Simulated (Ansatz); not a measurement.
`F[Se](F)(F)(F)(F)F` and `FS(F)(F)(F)(F)F` differ in one element.

Ansatz, PBE0-D4/def2-TZVP geometries, multiplicity 1. 

Scalar relativity is left out up to krypton.

```
                                        property  `F[Se](F)(F)(F)(F)F`
               LUMO energy (PBE/def2-TZVPP) / eV                 -4.48
             HOMO–LUMO gap (PBE/def2-TZVPP) / eV                  5.93
           LUMO energy (ωB97M-V/def2-TZVPP) / eV                 -0.97
             HOMO energy (B3LYP/def2-TZVPP) / eV                -12.38
size of the dipole moment (B3LYP/def2-TZVPP) / D                  0.00
  zero-point energy (PBE0-D4/def2-TZVP) / kJ/mol                  46.1
```

(1) What does the change do to each property? (An estimate is asked.)

## Answers

(1) The calculation gave: 
```json
{"property": "LUMO energy (PBE/def2-TZVPP) / eV", "`FS(F)(F)(F)(F)F`": "-2.37", "shift": "2.11"}
{"property": "HOMO–LUMO gap (PBE/def2-TZVPP) / eV", "`FS(F)(F)(F)(F)F`": "7.69", "shift": "1.76"}
{"property": "LUMO energy (ωB97M-V/def2-TZVPP) / eV", "`FS(F)(F)(F)(F)F`": "1.37", "shift": "2.34"}
{"property": "HOMO energy (B3LYP/def2-TZVPP) / eV", "`FS(F)(F)(F)(F)F`": "-12.05", "shift": "0.33"}
{"property": "size of the dipole moment (B3LYP/def2-TZVPP) / D", "`FS(F)(F)(F)(F)F`": "0.00", "shift": "0.00"}
{"property": "zero-point energy (PBE0-D4/def2-TZVP) / kJ/mol", "`FS(F)(F)(F)(F)F`": "56.1", "shift": "10.0"}
```

With PBE0 the HOMO rises by 0.34 eV and the LUMO rises by 2.30 eV, so the gap widens by about 1.96 eV. PBE moves the HOMO by 0.34 eV and ωB97M-V by 0.34 eV.

B3LYP here is the variant with VWN-RPA as its local correlation; programs differ in this.

Spin–orbit coupling is left out; it splits and shifts lone-pair levels of the heavy atoms by tenths of an eV.
